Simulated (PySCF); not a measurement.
Stepwise substitution at one centre (Sn NH2-OCH3). Isolated molecules, 0 K electronic values unless said otherwise. One relaxed conformer stands for each flexible species; it need not be the lowest. Strings in code marks are SMILES.

All values below come from PBE0-D4/def2-TZVP // PBE0-D4/def2-SVP in PySCF 2.14.0. All candidates: neutral, multiplicity 1. Delta-SCF ions had no search for a lower state. Excitations are Tamm–Dancoff values on a coarser integration grid. The basis has no diffuse functions, so Rydberg states are missing or too high.

```
Quantity                                  Value
--------------------------------------  -------
vertical ionisation energy (Delta-SCF)  8.96 eV
S1 excitation (TDA)                     5.58 eV
T1 excitation (TDA)                     4.95 eV
```

Task: Say which member has these values.
(A) `[NH2][Sn]([NH2])([NH2])[NH2]`
(B) `C[O][Sn]([NH2])([NH2])[O]C`
(C) `C[O][Sn]([NH2])([NH2])[NH2]`
(D) `C[O][Sn]([O]C)([O]C)[O]C`

Result: A, `[NH2][Sn]([NH2])([NH2])[NH2]`. The others give `C[O][Sn]([O]C)([O]C)[O]C`: 9.58 eV, 4.80 eV, 4.41 eV; `C[O][Sn]([NH2])([NH2])[O]C`: 9.25 eV, 5.30 eV, 4.71 eV; `C[O][Sn]([NH2])([NH2])[NH2]`: 9.14 eV, 5.41 eV, 4.89 eV
